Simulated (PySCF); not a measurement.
These are B3LYP-D3(BJ)/def2-TZVP // TPSS-D3(BJ)/def2-SVP run with PySCF 2.14.0 values and carry that method's errors. Gas-phase values, no solvent. B3LYP has the VWN-RPA correlation part, as in Gaussian. 

Reference species: [Zr(F)3] (neutral, multiplicity 2).

```json
{
  "spin population on the central atom (Mulliken)": "1.02",
  "mean_distance_from_the_central_atom_to_its_bonded_neighbours": "1.914 Å"
}
```

Changed species: [Ti(F)3] (M = Ti, multiplicity 2; the reference has M = Zr, multiplicity 2).

**Question.** Predict the effect on the spin population on the central atom (Mulliken) and mean distance from the central atom to its bonded neighbours.

**Answer.** the spin population on the central atom (Mulliken) stays essentially unchanged; the mean distance from the central atom to its bonded neighbours falls by 0.151 Å, to 1.763 Å.
